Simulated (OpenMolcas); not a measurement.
## Ionisation energies of manganese

```
Program             : OpenMolcas
Basis               : ANO-RCC-VDZP [5s4p2d1f]
Scalar Hamiltonian  : DKH2, point nucleus
Spin-orbit coupling : RASSI with atomic mean-field integrals over the reference wave functions, term energies averaged over their components
```

Active shells in each charge state: the valence d shell, with orbitals averaged over the low states. Where CASPT2's correlated closed shells are named, they are those of the first ion.

A. CASSCF
B. SS-CASPT2, IPEA 0.25 Eh, imaginary shift 0.1 Eh (closed shells correlated: 3s 3p)
C. SS-CASPT2, IPEA 0.25 Eh, imaginary shift 0.1 Eh (closed shells correlated: none)
D. SS-CASPT2, IPEA 0 Eh, imaginary shift 0.1 Eh (closed shells correlated: 3s 3p)
E. SS-CASPT2, IPEA 0.25 Eh, imaginary shift 0.1 Eh (closed shells correlated: 2s 2p 3s 3p)

Energies in eV between the lowest computed levels, named as in B; reference values from the NIST Atomic Spectra Database with their kind.

```tsv
From	To	A	B	C	D	E	Spin-orbit share in B	Reference
Mn2+ 3d⁵ ⁶S_5/2	Mn3+ 3d⁴ ⁵D₀	32.515	33.779	33.462	33.896	33.784	-0.072	33.668 (measured)
Mn3+ 3d⁴ ⁵D₀	Mn4+ 3d³ ⁴F_3/2	50.327	51.127	50.862	51.180	51.133	-0.034	51.210 (semi-empirical)
Mn4+ 3d³ ⁴F_3/2	Mn5+ 3d² ³F₂	71.975	72.433	72.223	72.487	72.431	-0.008	72.410 (semi-empirical)
Mn5+ 3d² ³F₂	Mn6+ 3d ²D_3/2	95.512	95.754	95.579	95.805	95.744	+0.025	95.604 (measured)
Mn6+ 3d ²D_3/2	Mn7+ 3p⁶ ¹S₀	118.660	118.913	118.660	118.958	118.876	+0.089	119.203 (measured)
```

Error against the reference values, in %:

```
From       Reference     A     B     C     D     E
Mn2+        measured  -3.4  +0.3  -0.6  +0.7  +0.3
Mn3+  semi-empirical  -1.7  -0.2  -0.7  -0.1  -0.2
Mn4+  semi-empirical  -0.6     0  -0.3  +0.1     0
Mn5+        measured  -0.1  +0.2     0  +0.2  +0.1
Mn6+        measured  -0.5  -0.2  -0.5  -0.2  -0.3
```

Mean absolute error over the 3 measured values: A 0.60 eV, B 0.18 eV, C 0.26 eV, D 0.22 eV, E 0.19 eV.

The lowest level within the active space need not be the ion's true ground level.
